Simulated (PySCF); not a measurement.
Isomers C9H10O:

A. `InChI=1S/C9H10O/c1-3-8-6-7(2)4-5-9(8)10/h3-6,10H,1H2,2H3`
B. SMILES CCC(=O)c1ccccc1
C. `C1=CC(C=O)=CC(CC)=C1`

Spectrum 1. $^{1}$H NMR (400 MHz, computed): δ 7.48 (s, 1H), 7.39 (d, 1H), 7.15 (d, 1H), 6.93 (m, 1H), 6.04 (m, 1H), 5.66 (m, 1H), 4.81 (br s, 1H), 2.42 (s, 3H). $^{13}$C{$^{1}$H} NMR (computed): δ 158.9 (C), 137.2 (CH), 136.5 (CH), 134.0 (C), 132.7 (CH), 127.4 (C), 123.7 (CH2), 120.8 (CH), 23.2 (CH3).

Spectrum 2. $^{1}$H NMR (400 MHz, computed): δ 10.20 (s, 1H), 8.41 (s, 1H), 7.80 (m, 1H), 7.73 (m, 1H), 7.72 (m, 1H), 2.76 (q, 2H), 1.24 (t, 3H). $^{13}$C{$^{1}$H} NMR (computed): δ 196.1 (CH), 152.6 (C), 141.2 (C), 140.0 (CH), 137.0 (CH), 134.4 (CH), 133.5 (CH), 34.9 (CH2), 22.3 (CH3).

Spectrum 3. $^{1}$H NMR (400 MHz, computed): δ 8.48 (d, 2H), 7.82 (m, 1H), 7.77 (m, 2H), 3.00 (q, 2H), 1.34 (t, 3H). $^{13}$C{$^{1}$H} NMR (computed): δ 203.2 (C), 140.4 (C), 139.0 (CH), 134.7 (CH), 133.8 (CH), 35.1 (CH2), 9.9 (CH3).

Non-relativistic Hamiltonian, one conformer, fast rotation and ring inversion assumed for equivalent nuclei, no solvent. Geometry from GFN2-xTB; shielding tensors at PBE0/pcSseg-1 (GIAO); PySCF.

Scale: TMS for $^{1}$H, $^{13}$C (reference shieldings calculated alike). Where no couplings were computed, multiplicities follow the n + 1 count of equivalent neighbours, and m marks all less simple cases (inequivalent or close neighbours, rings, F or P nearby). Shifts are as computed. Against solution values, carbons near 30 ppm lie about +3 ppm off and those near 130 ppm about +5 ppm. Of 1211 compounds with measured shifts, 218 miss one by over three times the rms of a fit or turn the order of signals round; such compounds aren't used in these exercises. OH and NH positions are gas-phase values without hydrogen bonding to other molecules.

**Question.** Match each spectrum to its structure.

**Answer.** 1–A, 2–C, 3–B.

- Spectrum 1 (A): 9 $^{13}$C signals; δC 158.9 is an aromatic carbon bearing oxygen; δC 137.2 is an alkene CH.
- Spectrum 2 (C): 9 $^{13}$C signals; δC 196.1 is an aldehyde carbonyl carbon; δC 140.0 is an aromatic CH.
- Spectrum 3 (B): 7 $^{13}$C signals; δC 203.2 is a ketone carbonyl carbon; δC 139.0 is an aromatic CH.
